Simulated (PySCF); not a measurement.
## Energy of Ni⁺ (nickel, charge +1) between two integer charges

The 3d beta orbital of [Ar] 3d9 is emptied in steps (occupation f), with all orbitals relaxed, ending at [Ar] 3d8. Computed with PySCF 2.14 in aug-cc-pVTZ-DK (8s7p5d3f2g, 93 functions), with the spin-free X2C one-electron Hamiltonian (Gaussian nucleus). The exact energy is a straight line in f; departures are measured from the line between the end points of the same method.

```json
{"f": "1", "LDA (eV)": "0.000", "PBE (eV)": "0.000"}
{"f": "0.8", "LDA (eV)": "-1.159", "PBE (eV)": "-1.104"}
{"f": "0.6", "LDA (eV)": "-1.767", "PBE (eV)": "-1.687"}
{"f": "0.4", "LDA (eV)": "-1.793", "PBE (eV)": "-1.711"}
{"f": "0.2", "LDA (eV)": "-1.212", "PBE (eV)": "-1.156"}
{"f": "0", "LDA (eV)": "0.000", "PBE (eV)": "0.000"}
```

```
method  E(f=0) − E(f=1) (eV)  −ε at f=1 (eV)  −ε at f=0.4 (eV)
   LDA                19.602          12.501            20.971
   PBE                18.920          12.277            20.230
```

Orbital energy along the path (eV):

| f | LDA | PBE |
| --- | --- | --- |
| 1 | -12.501 | -12.277 |
| 0.8 | -15.154 | -14.657 |
| 0.6 | -17.994 | -17.381 |
| 0.4 | -20.971 | -20.230 |
| 0.2 | -24.067 | -23.184 |
| 0 | -27.268 | -26.224 |

Reference removal energy between the ground levels: 18.169 eV (measured; NIST Atomic Spectra Database, ionization energies). The calculation has no spin-orbit coupling. The determinant left behind need not be the lowest term of the ion.
